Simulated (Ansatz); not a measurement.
Reactions of `CN(C)CO`.

Gas-phase electronic energies from Ansatz, PBE0-D4/def2-TZVP geometries. CCSD(T)/CBS adds triple-zeta CCSD(T) − MP2 to the extrapolated MP2 energy (def2 sets, frozen cores). This one scheme is used for every species. Functionals use def2-TZVPP. B3LYP here is the variant with VWN-RPA as its local correlation; programs differ in this. For Ga, Se, Zn outer-core shells are correlated without core-valence functions, which leaves a few kJ/mol of doubt a bond. Scalar relativity is left out up to krypton. One conformer a species, not always the lowest.

```json
{"reaction": "`CN(C)CO` + `NB(F)S` → `CNB(F)S` + `CNCO`", "MP2/CBS(def2) (kJ/mol)": "20", "B3LYP-D4 (kJ/mol)": "14"}
{"reaction": "`CN(C)CO` + `N=C=O` → `O=C=NCO` + dimethylamine", "MP2/CBS(def2) (kJ/mol)": "23", "B3LYP-D4 (kJ/mol)": "17"}
{"reaction": "`CN(C)CO` + `CC[O][Zn][Cl]` → `CC(C)[O][Zn][Cl]` + `CNCO`", "MP2/CBS(def2) (kJ/mol)": "-38", "B3LYP-D4 (kJ/mol)": "-36"}
{"reaction": "`CN(C)CO` + `[OH][GaH][SH]` → `C[O][GaH][SH]` + `CNCO`", "MP2/CBS(def2) (kJ/mol)": "50", "B3LYP-D4 (kJ/mol)": "35"}
{"reaction": "`CN(C)CO` + `[SiH3][SeH]` → `OC[SiH2][SeH]` + dimethylamine", "MP2/CBS(def2) (kJ/mol)": "-7", "B3LYP-D4 (kJ/mol)": "-8"}
{"reaction": "`CN(C)CO` + `F[SiH]([SiH3])S` → `CS[SiH](F)[SiH3]` + `CNCO`", "MP2/CBS(def2) (kJ/mol)": "-5", "B3LYP-D4 (kJ/mol)": "-5"}
```

Give the CCSD(T)/CBS values in the same order. (An estimate is asked.)

Ansatz gave: 17, 23, -39, 44, -6, -4 kJ/mol.

Largest T1 diagnostic: 0.018, for `N=C=O`.
